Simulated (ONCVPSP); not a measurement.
erbium ONCV: all-electron and pseudo phase curves

ONCVPSP 4.0.1 input, shortened (lines: element, Z, core and valence counts, functional; n l f; lmax; l rc ep ncon nbas qcut; lloc lpopt rc5 dvloc0; l nproj debl; icmod fcfact rcfact), PBEsol, scalar-relativistic:

```
  Er 68.00    9    5  -116133      upf
    1    0    2.00
    2    0    2.00
    2    1    6.00
    3    0    2.00
    3    1    6.00
    3    2   10.00
    4    0    2.00
    4    1    6.00
    4    2   10.00
    4    3   12.00
    5    0    2.00
    5    1    6.00
    5    2    0.50
    6    0    1.50
    3
    0    2.00    0.00    4    8    6.80
    1    1.40    0.00    4    8    5.50
    2    2.30    0.00    4    8    3.80
    3    1.05    0.00    4    8   16.30
    4    3    1.00    0.00
    0    2    3.20
    1    2    2.80
    2    3    2.90
    3    1    2.70
    1    0.65    0.00
```

The phase is arctan(r·R′/R) of the radial function R(r), unwrapped; energies in Ha, scanned from -3 to 5 Ha. A pole is an energy at which the radial function vanishes at the test radius. The pseudo phase is shifted by a multiple of π to meet the all-electron one at the reference energy, and phase errors are pseudo minus all-electron; the curves can meet again beyond the range given. Levels narrower than the energy grid can be missing from the lists of poles.

A narrow feature of the pseudo curve, probably an extra level, lies near 0.52 Ha in the s channel; the grid steps over it, so the window and error are not given (n/a).

Problem. For each channel, where are the poles, and over which energies does the pseudopotential scatter like the atom?

Solution.

| channel | radius (bohr) | reference energy (Ha) | poles, all-electron | poles, pseudo | unbroken range about the reference energy with phases within 0.05 rad | phase error 1 Ha above the reference energy (rad) |
| --- | --- | --- | --- | --- | --- | --- |
| s | 2.03 | -0.14 | -1.59, 4.74 | -1.59, 4.74 | n/a | n/a |
| p | 1.42 | -0.96 | 2.51 | 2.51 | the whole range | -0.000 |
| d | 2.34 | -0.03 | 0.87 | 0.87 | the whole range | +0.000 |
| f | 1.07 | -0.11 | 1.18 | 1.25 | below 2.8 | +0.009 |

Note: ghosts flagged at negative energy: d at -20417.0 eV; GHOST(+) flagged for s at 14.9 eV, s at 15.5 eV, p at 249.4 eV. A true bound ghost makes a file unfit for plane-wave use.

Phases in the s channel:

```
E (Ha)  all-electron  pseudo
 -2.98         1.135   1.135
 -2.76         1.036   1.036
 -2.54         0.831   0.831
 -2.32         0.242   0.242
 -2.10        -0.865  -0.865
 -1.88        -1.349  -1.349
 -1.66        -1.533  -1.533
 -1.44        -1.631  -1.631
 -1.22        -1.698  -1.698
 -1.00        -1.754  -1.754
 -0.78        -1.805  -1.805
 -0.56        -1.858  -1.858
 -0.34        -1.919  -1.919
 -0.12        -1.994  -1.994
  0.10        -2.095  -2.095
  0.32        -2.238  -2.239
  0.54        -2.457  -2.510
  0.76        -2.795  -2.781
  0.98        -3.249  -3.236
  1.20        -3.681  -3.671
  1.42        -3.983  -3.976
  1.64        -4.176  -4.171
  1.86        -4.302  -4.298
  2.08        -4.388  -4.386
  2.30        -4.452  -4.449
  2.52        -4.500  -4.498
  2.74        -4.538  -4.536
  2.96        -4.569  -4.567
  3.18        -4.595  -4.594
  3.40        -4.617  -4.616
  3.62        -4.637  -4.636
  3.84        -4.654  -4.653
  4.06        -4.670  -4.669
  4.28        -4.684  -4.684
  4.50        -4.698  -4.698
  4.72        -4.711  -4.711
  4.94        -4.724  -4.724
```
